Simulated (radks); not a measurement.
Species: Hf19+. Configuration: [Kr] 4d10 4f7 (the NIST ground configuration). Calculated with a radial shooting solver on a logarithmic mesh with Libxc functionals: Dirac Kohn-Sham, PBE, spin-unpolarised, spherical densities, point nucleus; open shells are shared between the two j in proportion to 2j + 1.

Normalised radial functions P(r) = r R(r) (large component), r in bohr:

r	4s1/2	4p1/2	4f7/2
0.000891	0.1342	0.0128	0.0000
0.001142	0.1623	0.0167	0.0000
0.001463	0.1951	0.0220	0.0000
0.00189	0.2341	0.0295	0.0000
0.002422	0.2762	0.0397	0.0000
0.003104	0.3215	0.0538	0.0000
0.003977	0.3674	0.0734	0.0000
0.005097	0.4094	0.1009	0.0000
0.006531	0.4404	0.1388	0.0000
0.00837	0.4505	0.1905	0.0000
0.01081	0.4245	0.2616	0.0001
0.01385	0.3484	0.3494	0.0003
0.01775	0.2083	0.4537	0.0007
0.02275	-0.0001	0.5646	0.0016
0.02916	-0.2604	0.6591	0.0039
0.03736	-0.5220	0.6971	0.0091
0.04788	-0.6934	0.6231	0.0206
0.06185	-0.6526	0.3728	0.0459
0.07925	-0.3164	-0.0501	0.0950
0.1016	0.2663	-0.5636	0.1853
0.1301	0.8470	-0.9532	0.3368
0.1668	1.0307	-0.9383	0.5634
0.2137	0.5323	-0.3591	0.8552
0.2739	-0.5008	0.6091	1.1605
0.3538	-1.4849	1.4804	1.3914
0.4533	-1.7503	1.7111	1.4307
0.5809	-1.3110	1.3122	1.2467
0.7444	-0.6528	0.6895	0.8954
0.954	-0.2084	0.2391	0.5051
1.222	-0.0392	0.0504	0.2078
1.567	-0.0038	0.0057	0.0559

4s1/2: eigenvalue -987.45 eV, 3 radial nodes at r = 0.0227, 0.0914, 0.245 bohr, <r> = 0.458 bohr, 90 % of the charge inside 0.655 bohr. 4p1/2: eigenvalue -895.49 eV, 2 radial nodes at r = 0.0773, 0.236 bohr, <r> = 0.461 bohr, 90 % of the charge inside 0.667 bohr. 4f7/2: eigenvalue -474.84 eV, 0 radial nodes, <r> = 0.518 bohr, 90 % of the charge inside 0.803 bohr.
